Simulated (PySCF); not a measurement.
Computed IR spectrum (relative IR intensity) of a molecule C4H3N2, multiplicity 2. Coordinates come from a PBE-D3(BJ)/def2-SVP optimisation. Other conformers were not sampled. Calculation: PBE-D3(BJ)/def2-SVP run with PySCF 2.14.0. Harmonic, unscaled wavenumbers; measured fundamentals usually lie a few per cent lower.

Lines under 2 % of the strongest are left out, and lines within 2 cm⁻¹ are merged.

```tsv
ν (cm⁻¹)	relative intensity
560	16
724	5.9
777	9.4
1064	2.7
1138	3.4
1207	2.5
1297	3.6
1391	25
1543	28
1562	100
3090	5.3
3092	11
```

### Question
Which structure fits?
A) [c]1cncnc1
B) [c]1ncccn1
C) [c]1cnccn1
D) [c]1ccncn1

### Answer
B, [c]1ncccn1
